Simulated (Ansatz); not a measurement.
`[CH3][Y]([F])[Cl]` + H₂O → `[OH][Y]([F])[Cl]` + CH₄ at 600 K and 1 bar (formal hydrolysis of a Y–C bond).

Calculated with Ansatz (gas phase, PBE0-D4/def2-TZVP geometries, no zero-point term in ΔE). CBS: MP2 limit from def2 TZ/QZ plus the TZ coupled-cluster correction, frozen cores. This one scheme is used for every species. Elements past krypton have def2 core potentials. For Y outer-core shells are correlated without core-valence functions, which leaves a few kJ/mol of doubt a bond. Each species was taken in one conformer, which may not be the lowest.

| species | CCSD(T)/CBS energy (Eh) | H − E (kJ/mol) | S (J/(mol·K)) |
| --- | --- | --- | --- |
| `[CH3][Y]([F])[Cl]` | -637.84701 | 148.1 | 461.3 |
| H₂O | -76.37941 | 76.8 | 212.8 |
| `[OH][Y]([F])[Cl]` | -673.84260 | 86.5 | 417.0 |
| CH₄ | -40.46206 | 140.4 | 215.7 |

H − E and S are ideal-gas, rigid-rotor, harmonic terms from PBE0-D4/def2-TZVP, for one conformer and one mirror image of each species. 1 Eh = 2625.50 kJ/mol, R = 8.31446 J/(mol·K).

By hand: ΔE, ΔH, ΔS and ΔG.

ΔE = (-673.84260) + (-40.46206) − (-637.84701) − (-76.37941) = -0.07824 Eh = -205.4 kJ/mol. Δ(H − E) = 86.5 + 140.4 − 148.1 − 76.8 = 2.0, so ΔH = -203.4 kJ/mol. ΔS = 417.0 + 215.7 − 461.3 − 212.8 = -41.4 J/(mol·K). ΔG = -203.4 − 600 × (-41.4)/1000 = -178.6 kJ/mol.

By hand: the equilibrium constant, and the temperature at which ΔG would vanish if ΔH and ΔS stayed fixed.

log₁₀ K = −ΔG/(RT ln 10) = 15.5. ΔG = 0 at ΔH/ΔS = 4913 K, far beyond where these terms or the molecules hold.

ΔH outweighs TΔS. A doubt of 5 kJ/mol in ΔE shifts log₁₀ K by 0.4 here. Other conformers and mirror images would add mixing entropy, several J/(mol·K) or more a flexible species. Modes under 60 cm⁻¹, often nearly free rotors, make the harmonic entropy too high. These are equilibria of isolated gas molecules and say nothing of rates. Largest T1 diagnostic: 0.013 (customary marks: 0.02 for closed shells, 0.045 for open ones).
